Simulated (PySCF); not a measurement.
From one molecule to another.

First species: carbonyl selenide, COSe.
Bonds: O1–C2 (double), C2–Se3 (double).

Second species: [GeCl5]- (charge -1).
Geometry (PBE0-D3(BJ)/def2-SVP, Å), atoms numbered from 1 in this order:
```xyz
6
GeCl5 angstrom
Ge     0.0090   -0.0165   -0.0106
Cl    -0.0041   -0.0225    2.2652
Cl     0.0290   -0.0125   -2.2854
Cl     2.2232    0.0019    0.0053
Cl    -1.1083    1.8961   -0.0185
Cl    -1.0857   -1.9424   -0.0252
```

Levels: B3LYP/def2-SVPD for HOMO energy, LUMO energy, HOMO–LUMO gap, static isotropic polarisability and electronic spatial extent ⟨r²⟩ about the centre of nuclear charge; TDDFT B3LYP/def2-SVPD for lowest singlet excitation; TDA B3LYP/def2-SVPD for lowest triplet excitation (Tamm–Dancoff). Geometries: PBE0-D3(BJ)/def2-SVP. Each structure is a single optimised conformer of the isolated species, non-relativistic unless stated. Electronic properties by PySCF.

| property | column X | column Y |
| --- | --- | --- |
| HOMO energy | -7.91 eV | -3.93 eV |
| LUMO energy | -1.42 eV | 0.96 eV |
| HOMO–LUMO gap | 6.49 eV | 4.89 eV |
| lowest singlet excitation | 4.90 eV | 3.87 eV |
| lowest triplet excitation (Tamm–Dancoff) | 4.25 eV | 3.63 eV |
| static isotropic polarisability | 41.3 au | 115.2 au |
| electronic spatial extent ⟨r²⟩ about the centre of nuclear charge | 280 bohr² | 1737 bohr² |

Q: Which column belongs to which species?

A: Column X is the first species and column Y the second. The first has 3 atoms and 48 electrons, the second 6 and 118; their charges are 0 and -1, their HOMO energies -7.91 eV and -3.93 eV.

Q: How does each property change from the first species to the second?

A: HOMO energy +3.98 eV; LUMO energy +2.38 eV; HOMO–LUMO gap -1.60 eV; lowest singlet excitation -1.03 eV; lowest triplet excitation (Tamm–Dancoff) -0.62 eV; static isotropic polarisability +73.9 au; electronic spatial extent ⟨r²⟩ about the centre of nuclear charge +1457 bohr².

On the first: No computed singlet falls in the visible range (750 to 380 nm, 1.65 to 3.26 eV); S1 lies 1.64 eV above its blue end. S1 lies 1.59 eV below the HOMO–LUMO gap. Relativistic effects, spin–orbit coupling among them, are left out although an element past zinc is present.

On the second: The vertical singlet–triplet gap S1 − T1 is 0.24 eV (TDDFT singlet less Tamm–Dancoff triplet). S1 lies 1.02 eV below the HOMO–LUMO gap. The calculation is non-relativistic and has no spin–orbit coupling, an omission that weighs most on germanium.
